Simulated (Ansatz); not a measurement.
Computed with Ansatz on PBE0-D4/def2-TZVP structures; ΔE is electronic, products minus reactants. CBS: MP2 limit from def2 TZ/QZ plus the TZ coupled-cluster correction, frozen cores. This one scheme is used for every species. DFT in def2-TZVPP. B3LYP here is the variant with VWN-RPA as its local correlation; programs differ in this. def2 core potentials past Kr. For Ga, Ge, Te outer-core shells are correlated without core-valence functions, which leaves a few kJ/mol of doubt a bond. Scalar relativity is left out up to krypton. One conformer a species, not always the lowest.

`[GaH2][Te][GeH3]` + `PP` → `P[PH][GaH2]` + `[GeH3][TeH]`  (ligand exchange at a Ga–Te bond)

`[GaH2][Te][GeH3]`:

Z-matrix (Å, degrees):
```
Ge
Te 1 2.563
H 1 1.536 2 108.8
H 1 1.535 2 109.1 3 -120.4
H 1 1.536 2 109.1 3 119.2
Ga 2 2.511 1 94.9 3 123.5
H 6 1.563 2 116.1 1 179.8
H 6 1.563 2 118.2 1 -0.3
```

`PP`:

Z-matrix (Å, degrees):
```
P
P 1 2.227
H 1 1.422 2 93.6
H 1 1.422 2 93.6 3 92.2
H 2 1.422 1 93.6 3 87.4
H 2 1.422 1 93.6 3 179.6
```

`P[PH][GaH2]`:

Z-matrix (Å, degrees):
```
P
Ga 1 2.573
P 1 2.236 2 58.3
H 1 1.411 2 124.9 3 81.2
H 1 1.410 2 133.4 3 -76.7
H 2 1.564 1 102.3 3 -111.9
H 2 1.561 1 109.0 3 112.6
H 3 1.422 1 90.7 2 -91.8
```

`[GeH3][TeH]`:

Cartesian coordinates in Å:
```
Ge -0.001 -0.597 0.296
Te -0.530 1.889 0.013
H 1.516 -0.824 0.362
H -0.654 -0.999 1.625
H -0.602 -1.411 -0.858
H 0.271 1.942 -1.438
```

CCSD(T)/CBS gives +76.2 kJ/mol.

Question: Another level gave +83.3 kJ/mol. Which?
A. B97M-V/def2-TZVPP
B. B3LYP/def2-TZVPP
C. r2SCANh-D4/def2-TZVPP
D. CCSD(T)/def2-TZVPP

Answer: B. B3LYP 83.3, CCSD(T)/def2-TZVPP 75.9, r2SCANh-D4 71.2, B97M-V 65.3 kJ/mol.

Largest T1 diagnostic among the species: 0.014.

Leaving LDA and LC-ωPBE aside and taking each functional with its dispersion term where it has one, the values, not all of them listed here, spread over 21.2 kJ/mol, from B97M-V to BHLYP-D4. LDA lies −10.8 kJ/mol from PBE without D4. At CCSD(T), def2-SVP lies +10.9 kJ/mol from the extrapolated value and def2-TZVPP −0.3 kJ/mol.

CCSD(T)/CBS has its own doubt, a few kJ/mol and more with outer-core shells, so smaller differences from it don't rank the levels.
